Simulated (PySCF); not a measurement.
Harmonic spectrum computed at PBE0 in the def2-TZVP basis family (core potentials from Rb on, PySCF, no spin–orbit coupling):

| ω (cm⁻¹) | IR (km/mol) |
| --- | --- |
| 496 | 85.2 |
| 806 | 64.5 |
| 1033 | 2.4 |
| 1199 | 41.8 |
| 2638 | 14.2 |
| 3832 | 78.7 |

**Question.** Which molecule gave it? In each, all ligands are bound to the one heavy central atom.
A. HS(OH) (singlet)
B. HAl(OH) (doublet)
C. HTi(OH) (triplet)
D. HSi(OH) (singlet)

**Answer.** A. It has C1 symmetry with O–H 0.963 Å, S–H 1.350 Å, S–O 1.657 Å.
